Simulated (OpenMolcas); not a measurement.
## Mn⁵⁺: the spin-orbit constant, Racah parameters, worked from levels

```
Program             : OpenMolcas 26.06
Basis               : ANO-RCC-VQZP [7s6p4d3f2g1h]
Scalar Hamiltonian  : DKH2, point nucleus
Active space        : 2 electrons in 5 orbitals (3d)
State averaging     : 2S+1 = 3 even, 10 roots; 2S+1 = 1 even, 15 roots
Spin-orbit coupling : RASSI with atomic mean-field integrals over the reference wave functions, term energies averaged over their components
```

Methods: CASSCF; SS-CASPT2, IPEA 0.25 Eh, imaginary shift 0.1 Eh (closed shells correlated: 3s 3p). Measured levels: Corliss and Sugar, J. Phys. Chem. Ref. Data 6, 1253 (1977).

**The spin-orbit constant.** For the Hund term ³F of d2, E(J) = (A/2) J(J+1) + constant and ζ = 2S·A = 2A. From J = 2 to J = 4 the energy changes by 7 A.

```json
{"Source": "CASSCF", "E(4) - E(2)": "1649.0", "A": "235.6", "ζ": "471"}
{"Source": "SS-CASPT2", "E(4) - E(2)": "1654.5", "A": "236.4", "ζ": "473"}
{"Source": "measured", "E(4) - E(2)": "1669.0", "A": "238.4", "ζ": "477"}
```

All in cm-1. SS-CASPT2 is off by -0.9 % and CASSCF by -1.2 %. Both methods take the spin-orbit matrix elements from the reference wave functions, so the second can move ζ only through the term energies and any multistate remixing. Second-order mixing with other terms is absorbed into this ζ.

**Racah parameters.** Above ³F, d2 has ³P at 15B, ¹G at 12B + 2C and ¹D at 5B + 2C. The first two fix B and C, and the third tests them; where it misses by thousands of cm-1, two parameters do not describe the configuration (Trees and configuration-interaction terms are left out) and B and C hang on the terms chosen. Term energies are centres of gravity, weighted by 2J + 1.

```json
{"Source": "CASSCF", "³P": "21529", "¹G": "27940", "B": "1435", "C": "5358", "C/B": "3.73", "¹D from B, C": "17891", "¹D found": "17931"}
{"Source": "SS-CASPT2", "³P": "18251", "¹G": "25193", "B": "1217", "C": "5296", "C/B": "4.35", "¹D from B, C": "16677", "¹D found": "14315"}
{"Source": "measured", "³P": "17380", "¹G": "24547", "B": "1159", "C": "5322", "C/B": "4.59", "¹D from B, C": "16439", "¹D found": "14372"}
```

Energies in cm-1. From CASSCF to SS-CASPT2, B changes by -15.2 % and C by -1.2 %. Against the measured terms, SS-CASPT2 has B off by +5.0 % and C by -0.5 %.

CASPT2 breaks the degeneracy within a term, and the mean is taken; among the terms shown or strongly mixed into the levels shown the widest spread is 590 cm-1 (3d² ³F, SS-CASPT2). Without dynamic correlation excited terms often stand tens of per cent too high (terms of higher spin than the ground term too low), and those without a measured partner can miss by more than the paired ones (holds for CASSCF). Computed and measured levels are paired by configuration, term and J; levels that our copy of the source lacks, or whose pairing is in doubt (as where it misses far off the trend of its configuration), stay unpaired and out of the deviations. Only configurations of the active space appear.
